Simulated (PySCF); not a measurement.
Ga(Cl)(SH)2 (ClGaH₂S₂), SMILES [SH][Ga]([SH])[Cl].

The structure is a stationary point at PBE0-D3(BJ)/def2-SVP. The values are those of a single conformer.

Two levels are set side by side: PBE/def2-TZVP (PySCF) and M06-2X/def2-TZVP (PySCF). Same geometry, gas phase. Differences are taken from unrounded values.

```json
[
 {"quantity": "orbital gap (eV)", "M06-2X": "8.64", "PBE": "4.52", "PBE minus M06-2X": "-4.12"},
 {"quantity": "highest occupied level (eV)", "M06-2X": "-9.11", "PBE": "-6.71", "PBE minus M06-2X": "2.40"},
 {"quantity": "lowest empty level (eV)", "M06-2X": "-0.47", "PBE": "-2.19", "PBE minus M06-2X": "-1.73"},
 {"quantity": "dipole moment (D)", "M06-2X": "2.52", "PBE": "2.46", "PBE minus M06-2X": "-0.06"},
 {"quantity": "mean polarisability (bohr³)", "M06-2X": "76.4", "PBE": "80.5", "PBE minus M06-2X": "4.1"}
]
```

PBE's occupied levels lie high since its potential decays too fast outside the molecule; exact exchange lowers them and widens the gap. Loosely held outer electrons make PBE densities more polarisable. Differences between two approximate levels are no errors against the true value.

Rough cost on one machine, each run with all the roots and properties that it gave: M06-2X against PBE about 4 times.
